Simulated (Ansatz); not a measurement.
The cluster Be₅. Total charge 0; triplet. Geometry PBE/def2-TZVP, that of the charge +1 doublet; atoms count from 1.

```xyz
5

Be    0.444    0.730    0.834
Be   -0.514   -1.106    1.240
Be    0.515    1.103   -1.242
Be    0.687   -0.853   -0.474
Be   -1.132    0.126   -0.358
```

At PBE0/def2-TZVP a singlet of charge 0 lies 0.23 eV below the triplet at the same geometry. The structure comes from a short search, and lower isomers may exist.

Estimate the Mulliken populations from the PBE0/def2-TZVP orbitals of Ansatz.


| atom | charge (e) | spin (α − β) |
| --- | --- | --- |
| Be1 | 0.08 | -0.15 |
| Be2 | -0.10 | 0.80 |
| Be3 | -0.10 | 0.80 |
| Be4 | 0.06 | 0.29 |
| Be5 | 0.06 | 0.25 |
Mulliken values and Mayer orders depend strongly on the basis.

Where does the spin sit?

Summed by element: Be 2.00, of 2 unpaired in all. Largest on single atoms: Be3 0.80, Be2 0.80, Be4 0.29.

And the Mayer bond orders between bonded heavy atoms (over 0.3)?

Be1–Be2 0.65 (2.11 Å); Be1–Be3 0.65 (2.11 Å); Be1–Be4 0.66 (2.07 Å); Be1–Be5 0.68 (2.07 Å); Be2–Be4 0.72 (2.11 Å); Be2–Be5 0.72 (2.11 Å); Be3–Be4 0.72 (2.11 Å); Be3–Be5 0.72 (2.11 Å); Be4–Be5 0.58 (2.07 Å). Values over 0.3 also appear between atoms too far apart for a bond (Be2–Be3 0.37 at 3.48 Å); they arise where an orbital or an unpaired electron spreads over both atoms.
